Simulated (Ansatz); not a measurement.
## Relaxing a trial structure of AlFGeH5NO

The starting geometry of this gas-phase singlet was optimised with GFN2-xTB; its bonds are those of `[NH2][GeH2][O][AlH][F]`.

```
atom    x (Å)    y (Å)    z (Å)
  Al  -0.4709   1.3917   0.9598
   F  -1.4425   2.0740  -0.1859
  Ge   2.7569   0.5033   0.3401
   N   3.4205   1.9215  -0.5517
   O   1.0880   0.9313   0.6456
   H   4.3733   1.8762  -0.8822
   H   2.8337   2.2989  -1.2845
   H   2.6796  -0.8255  -0.3845
   H   3.4489   0.4032   1.6683
   H  -1.0045   1.1551   2.3373
```

Task: Predict what becomes of its bonds when it is optimised with PBE-D3(BJ)/def2-SVP.

Result: New bonds form, giving a structure given below by its coordinates. Contacts that close: Al1–Ge3 (3.40 → 2.73 Å), Al1–N4 (4.21 → 2.08 Å).

The energy falls by 1.04 eV over 28 steps:

```tsv
step	E − E(last) (eV)
1	1.043
4	0.825
7	0.799
10	0.775
13	0.740
16	0.673
19	0.299
22	0.016
25	0.000
28	0.000
```

Final geometry (Å):

```xyz
10

Al    0.3846    1.5537    0.6476
F    -0.6044    1.5730   -0.7271
Ge    2.6697    0.0812    0.3842
N     2.2646    1.9235   -0.1589
O     1.0540   -0.0720    1.0693
H     2.8458    2.6556    0.2731
H     2.2537    2.0948   -1.1749
H     2.9604   -0.7651   -0.8810
H     3.8334    0.1205    1.4072
H     0.0213    2.5644    1.8228
```

The end wasn't checked by frequencies. Run with Ansatz 0.2.0, 64 s on 2 threads of Arm Neoverse V1, on a shared host.
